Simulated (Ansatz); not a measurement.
Cs2Br3⁻, relaxed as a singlet with RKS PBE-D4/def2-SVPD in Ansatz, starting from the GFN1-xTB geometry. Force threshold 0.02 eV/Å.

In the def2 sets Cs takes a core potential; there is no spin–orbit coupling. The structure comes from a short search, and lower isomers may exist.

Start:

```csv
atom,x (Å),y (Å),z (Å)
Cs1,1.589,0.999,0.682
Cs2,-1.590,-1.036,-0.616
Br3,-0.232,1.604,-1.953
Br4,-1.261,0.521,2.229
Br5,1.495,-2.087,-0.343
```

| step | energy (eV) | largest force component (eV/Å) | SCF passes |
| --- | --- | --- | --- |
| 1 | -211189.0468 | 0.754 | 14 |
| 2 | -211189.2927 | 0.282 | 17 |
| 3 | -211189.3452 | 0.032 | 16 |
| 4 | -211189.3468 | 0.004 | 18 |

Force components are those of the run's own axes.

End:

Cartesian coordinates in Å:
```
Cs 1.5910 1.0281 0.6515
Cs -1.5906 -1.0244 -0.6580
Br -0.2798 1.8309 -2.1897
Br -1.3446 0.5061 2.4738
Br 1.6241 -2.3406 -0.2776
```

By distances, no bond broke or formed. The bond that changes most is Cs1–Br5, from 3.25 to 3.49 Å (atoms count from 1). The end is the same structure that another start reached, the lowest one found.

No frequencies were taken in this run, so the end may be a saddle point.

Hardware: 4 threads of Intel Xeon on a shared host. Wall time 26 s.
